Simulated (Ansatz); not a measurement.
`ClB(Cl)Br` + `C[SeH]` → `C[Se]B(Cl)Cl` + HBr at 600 K and 1 bar (ligand exchange at a B–Br bond).

Computed with Ansatz on PBE0-D4/def2-TZVP structures; ΔE is electronic, products minus reactants. CCSD(T)/CBS adds triple-zeta CCSD(T) − MP2 to the extrapolated MP2 energy (def2 sets, frozen cores). For Br, Se outer-core shells are correlated without core-valence functions, which leaves a few kJ/mol of doubt a bond. Scalar relativity is left out up to krypton. One conformer a species, not always the lowest.

| species | CCSD(T)/CBS energy (Eh) | H − E (kJ/mol) | S (J/(mol·K)) |
| --- | --- | --- | --- |
| `ClB(Cl)Br` | -3517.78256 | 54.8 | 359.6 |
| `C[SeH]` | -2441.15625 | 149.5 | 312.9 |
| `C[Se]B(Cl)Cl` | -3385.02344 | 173.3 | 442.7 |
| HBr | -2573.91920 | 33.5 | 219.1 |

H − E and S are ideal-gas, rigid-rotor, harmonic terms from PBE0-D4/def2-TZVP, for one conformer and one mirror image of each species. 1 Eh = 2625.50 kJ/mol, R = 8.31446 J/(mol·K).

Problem. By hand: ΔE, ΔH, ΔS and ΔG.

Solution. ΔE = (-3385.02344) + (-2573.91920) − (-3517.78256) − (-2441.15625) = -0.00383 Eh = -10.1 kJ/mol. Δ(H − E) = 173.3 + 33.5 − 54.8 − 149.5 = 2.5, so ΔH = -7.6 kJ/mol. ΔS = 442.7 + 219.1 − 359.6 − 312.9 = -10.7 J/(mol·K). ΔG = -7.6 − 600 × (-10.7)/1000 = -1.2 kJ/mol.

Problem. By hand: the equilibrium constant, and the temperature at which ΔG would vanish if ΔH and ΔS stayed fixed.

Solution. log₁₀ K = −ΔG/(RT ln 10) = 0.1. ΔG = 0 at ΔH/ΔS = 710 K, though so small a ΔH makes that figure unsure.

TΔS isn't small against ΔH here. The sign of ΔG lies within the doubt. A doubt of 5 kJ/mol in ΔE shifts log₁₀ K by 0.4 here. Other conformers and mirror images would add mixing entropy, several J/(mol·K) or more a flexible species. These are equilibria of isolated gas molecules and say nothing of rates. Largest T1 diagnostic: 0.011 (customary marks: 0.02 for closed shells, 0.045 for open ones).
